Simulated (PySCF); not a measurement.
Numbering as in the mapped SMILES `[CH2:1]=[C:2]1[C@@H:3]([O:4][CH3:5])[C@@H:6]1[O:7][SiH2:8][F:9]`; H(Xn) means a hydrogen on atom n. Ha(C1) is cis to C3; Ha(Si8) is pro-R; Hb(Si8) is pro-S; Hb(C1) is trans to C3.

PySCF 2.14.0 with density-fitted response routines calculation with geometry from GFN2-xTB and NMR shieldings at PBE0/pcSseg-1/GIAO; no solvent model, one conformer, no relativistic terms, fast rotation and ring inversion assumed for equivalent nuclei.

Problem. List the cross peaks expected in HSQC, COSY and HMBC spectra.

Solution. 

HSQC (one-bond C–H):
| δH | δC |
| --- | --- |
| 6.47 (Ha(C1)) | 123.1 (C1) |
| 6.37 (Hb(C1)) | 123.1 (C1) |
| 4.18 (H(C6)) | 57.4 (C6) |
| 3.71 (H(C3)) | 66.0 (C3) |
| 3.68 (H(C5)) | 60.2 (C5) |

COSY cross peaks (H two or three bonds apart, from the bond graph; peaks can be absent where the dihedral angle is near 90°):
| δH | δH |
| --- | --- |
| 6.47 (Ha(C1)) | 6.37 (Hb(C1)) |
| 4.75 (Ha(Si8)) | 4.48 (Hb(Si8)) |
| 4.18 (H(C6)) | 3.71 (H(C3)) |

HMBC (two and three bonds, from the bond graph):
| δH | δC |
| --- | --- |
| 6.47 (Ha(C1)) | 143.5 (C2), 66.0 (C3), 57.4 (C6) |
| 6.37 (Hb(C1)) | 143.5 (C2), 66.0 (C3), 57.4 (C6) |
| 4.75 (Ha(Si8)) | 57.4 (C6) |
| 4.48 (Hb(Si8)) | 57.4 (C6) |
| 4.18 (H(C6)) | 143.5 (C2), 123.1 (C1), 66.0 (C3) |
| 3.71 (H(C3)) | 143.5 (C2), 123.1 (C1), 60.2 (C5), 57.4 (C6) |
| 3.68 (H(C5)) | 66.0 (C3) |

Scale: 1H (σref 31.72) and 13C (σref 186.93) against TMS (reference shieldings calculated alike).

Short H···H contacts in this conformer between protons four or more bonds apart (candidates for NOE cross peaks, intensity ∝ r⁻⁶): H(C3)···H(C5) 2.50 Å, H(C5)···H(C6) 2.75 Å.

Shifts are as computed. Against solution values, carbons near 30 ppm lie about +3 ppm off and those near 130 ppm about +5 ppm. Of 1211 compounds with measured shifts, 218 miss one by over three times the rms of a fit or turn the order of signals round; such compounds aren't used in these exercises.
